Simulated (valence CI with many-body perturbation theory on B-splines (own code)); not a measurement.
# Questions on Pd XXVI

Calculated by valence CI with perturbative core correlation (CI+MBPT): three valence electrons over a frozen Dirac-Fock core [Ar], radial functions for each j: 7 s, 7 p, 8 d, 6 f, 4 g, 1 h, with the one-electron correlation potential Σ1 (screened to all orders), the two-electron term Σ2, the three-electron term Σ3, Breit, model QED; selected single and double excitations, second order for the rest, scaled by the run's own slope (own B-spline code, finite nucleus).

No measured spectrum was set against this ion. As an estimate, terms of the open shell hold to 2 to 4 % of their energy, and close levels can change places. Only levels of the ground parity were solved; by the run's estimate the other parity begins above the list, which can be wrong where configurations are misplaced.

Names give the largest LS component (configuration and term), which can be under half, so a name can repeat, a term be missing and a line seem to break the LS rules; names also repeat where a configuration has a term twice.

Rates and lifetimes use the calculated energies. Strong lines usually hold to 10 to 20 %, long lifetimes can be off by a factor of two.

Q: What is the ground level?

A: 3d³ ⁴F_3/2, composition 82 % 3d³ ⁴F + 15 % 3d³ ²D, g = 0.486.

Q: What is the ionisation energy?

A: 1290.7 eV; NIST lists 1290 ± 4 eV (theoretical).

Q: How well does LS coupling describe the low levels?

A: Among the lowest 19 levels the leading LS term, summed over configurations, holds 76 % on average. For single configurations the figures are 76 % in LS and 76 % in jj coupling. Terms mix most in the J = 3/2 level at 17.361 eV, where the leading one holds 47 %.
